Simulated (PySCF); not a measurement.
# MAs for M along the halogens

MP2 with triple-zeta basis sets in PySCF, for the lowest determinant that a PBE0 search found; no spin–orbit coupling. De refers to high-spin ground-configuration atoms.

```csv
M,basis,"reference, frozen orbitals",state (unpaired electrons),Re (Å),ωe (cm⁻¹),De (eV)
F,def2-TZVPP,"UHF, 10",triplet (π ↑↑),1.743,696,4.16
Br,def2-TZVPPD,"UHF, 18",triplet (π ↑↑),2.291,321,2.61
I,x2c-TZVPPall,"UHF, 27",triplet (π ↑↑),2.480,262,2.15
```

The shortest bond is that of AsF (1.743 Å), the longest that of AsI (2.480 Å). AsF is bound most strongly (4.16 eV) and AsI least (2.15 eV).

The rows differ in basis set, which adds steps of its own.

Down a group the atoms grow and get heavier, so bonds lengthen and wavenumbers fall; this series shows no clear exception.

Correlated steps freeze the inner cores (10 to 27 orbitals); shallow outer-core shells are correlated. These are scalar-relativistic numbers at best; spin–orbit coupling would shift them, the dissociation energy most. States were picked by a PBE0 search and need not be the measured ground states.
